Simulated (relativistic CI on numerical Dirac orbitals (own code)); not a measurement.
Computed by Dirac-Coulomb-Breit CI, orbitals from a KLI potential per configuration, QED by a radiative potential, unscaled Slater integrals (own radial code, finite nucleus).

Configurations in the expansion (outside the closed core [Ar] 3d10): 4s²4p⁶4d¹⁰4f³, 4s²4p⁶4d¹⁰4f²5s, 4s²4p⁶4d¹⁰4f5s², 4s²4p⁶4d¹⁰4f²5p, 4s²4p⁶4d¹⁰4f5s5p, 4s²4p⁶4d⁹4f⁴, 4s²4p⁶4d¹⁰4f5p², 4s²4p⁶4d¹⁰4f5s5d, 4s²4p⁶4d¹⁰4f²5d, 4s²4p⁶4d¹⁰4f5p5d, 4s²4p⁶4d⁹4f²5s², 4s²4p⁶4d¹⁰4f²5f, 4s²4p⁶4d¹⁰4f5d², 4s²4p⁵4d¹⁰4f⁴, 4s²4p⁶4d¹⁰4f²6s, 4s²4p⁶4d⁹4f³5s, 4s²4p⁶4d⁹4f²5s5p, 4s²4p⁶4d¹⁰4f²6p, 4s²4p⁶4d⁹4f²5p², 4s²4p⁶4d¹⁰4f²5g, 4s²4p⁶4d¹⁰4f²6d, 4s4p⁶4d¹⁰4f⁴, 4s²4p⁶4d¹⁰4f²6f, 4s²4p⁶4d¹⁰4f²7s, 4s²4p⁵4d¹⁰4f²5s², 4s²4p⁶4d¹⁰4f²7p, 4s²4p⁶4d⁸4f³5s², 4s²4p⁵4d¹⁰4f²5s5p, 4s²4p⁵4d¹⁰4f³5s, 4s4p⁶4d¹⁰4f²5s². Levels of other configurations are missing.

At this charge transitions that keep the count of f electrons are usually good to a few per cent. Terms inside the open d or f shell come out 10 to 20 % too wide with unscaled integrals. Levels that differ in their count of f electrons can be misplaced by several ten thousand cm⁻¹, since the correlation energy of f electrons is missing or only estimated; rates across such gaps can be off by orders of magnitude.

Outline of the computed level scheme of Ho XIX. Lowest level of each configuration: 4s²4p⁶4d¹⁰4f³ ⁴I°9/2 at 0.0000 eV; 4s²4p⁶4d¹⁰4f²5s ⁴H7/2 at 34.1701 eV.

LS names give the leading component of a level, which can be under half, so a name can repeat, a term be missing and a line seem to break the LS rules.
